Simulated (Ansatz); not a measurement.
`[SiH3][SiH2][SiH2][GeH3]` → `[SiH3][SiH2][GeH3]` + `[SiH2]` at 500 K and 1 bar (silylene loss).

Isolated molecules relaxed with PBE0-D4/def2-TZVP in Ansatz; ΔE leaves out vibrations. CCSD(T)/CBS is the MP2 limit (def2-TZVPP, def2-QZVPP) plus CCSD(T) − MP2 in def2-TZVPP, frozen cores. This one scheme is used for every species. For Ge outer-core shells are correlated without core-valence functions, which leaves a few kJ/mol of doubt a bond. Scalar relativity is left out up to krypton. One conformer a species, not always the lowest.

```tsv
species	CCSD(T)/CBS energy (Eh)	H − E (kJ/mol)	S (J/(mol·K))
`[SiH3][SiH2][SiH2][GeH3]`	-2949.34842	282.9	524.9
`[SiH3][SiH2][GeH3]`	-2659.06477	221.8	439.1
`[SiH2]`	-290.19011	48.0	226.5
```

H − E and S are ideal-gas, rigid-rotor, harmonic terms from PBE0-D4/def2-TZVP, for one conformer and one mirror image of each species. 1 Eh = 2625.50 kJ/mol, R = 8.31446 J/(mol·K).

By hand: ΔE, ΔH, ΔS and ΔG.

ΔE = (-2659.06477) + (-290.19011) − (-2949.34842) = 0.09354 Eh = 245.6 kJ/mol. Δ(H − E) = 221.8 + 48.0 − 282.9 = -13.1, so ΔH = 232.5 kJ/mol. ΔS = 439.1 + 226.5 − 524.9 = 140.7 J/(mol·K). ΔG = 232.5 − 500 × (140.7)/1000 = 162.2 kJ/mol.

By hand: the equilibrium constant, and the temperature at which ΔG would vanish if ΔH and ΔS stayed fixed.

log₁₀ K = −ΔG/(RT ln 10) = -16.9. ΔG = 0 at ΔH/ΔS = 1652 K.

The number of gas molecules changes by +1, which sets the sign of ΔS. A doubt of 5 kJ/mol in ΔE shifts log₁₀ K by 0.5 here. Other conformers and mirror images would add mixing entropy, several J/(mol·K) or more a flexible species. Modes under 60 cm⁻¹, often nearly free rotors, make the harmonic entropy too high. These are equilibria of isolated gas molecules and say nothing of rates. Largest T1 diagnostic: 0.014 (customary marks: 0.02 for closed shells, 0.045 for open ones).
